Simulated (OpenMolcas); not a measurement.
## Os3+: moving or changing the point charges

Os3+ among 3 point charges of -3 e arranged as a planar triangle (D3h), 2.03 Å from the ion.

| Quantity | Value |
| --- | --- |
| Program | OpenMolcas |
| Method | CASSCF |
| Basis | ANO-RCC-VDZP [7s6p4d2f1g] |
| Scalar Hamiltonian | DKH2, point nucleus |
| Active space | 5 electrons in 5 orbitals (5d) |
| State averaging | 2S+1 = 6 even, 1 root; 2S+1 = 4 even, 24 roots; 2S+1 = 2 even, 75 roots |
| Spin-orbit coupling | state interaction with AMFI integrals over the reference wave functions |

Runs around this geometry, states (labels of D3, the rotations of D3h). Energies in cm-1 above the lowest state or level, χT in cm3 K/mol.

| R (Å) | q (e) | Ground state | First state of that spin | First gap with spin-orbit (degeneracies) | χT at 300 K | First state of another spin |
| --- | --- | --- | --- | --- | --- | --- |
| 2.03 | -2.4 | 6A1 |  | 749.7 (2, 2) | 2.825 | 4E 8284 |
| 1.88 | -3 | 4E | 4E 13606 | 2155 (2, 2) | 0.298 | 2E 5086 |
| 2.03 | -3 | 4E | 4A2 8813 | 2494 (2, 2) | 0.442 | 6A1 135.6 |
| 2.15 | -3 | 6A1 |  | 1039 (2, 2) | 2.207 | 4E 5834 |

The ground state changes within this set.

Without dynamic correlation the repulsion within the d shell is too large (B by tens of per cent), so at a given field states of lower spin stand too high. Spin-orbit coupling mixes the spin-free states strongly: the lowest level takes only 70 % from its leading state, 6A1 (figures for R = 2.03, q = -2.4; the like holds for R = 2.03, q = -3, R = 2.15, q = -3). This shell can be high or low spin here, a state of another spin lies low, and with metal d orbitals alone active their balance is uncertain, so the ground spin may be wrong (holds for R = 2.03, q = -2.4; R = 2.15, q = -3). Point charges give a weaker field than real ligands, and real ions of this kind are as a rule low spin; the high spin found here belongs to the model (holds for R = 2.03, q = -2.4; R = 2.15, q = -3). An orbital doublet at a regular site is open to a Jahn-Teller distortion, which this geometry leaves out (holds for R = 1.88, q = -3; R = 2.03, q = -3). This shell can be high or low spin here, a state of another spin lies low, and with metal d orbitals alone active their balance is uncertain, so the ground spin may be wrong, although the usual error favours high spin (holds for R = 1.88, q = -3; R = 2.03, q = -3). Point charges carry no covalency, so the field is a model and not that of real ligands. No measured value stands beside these numbers.
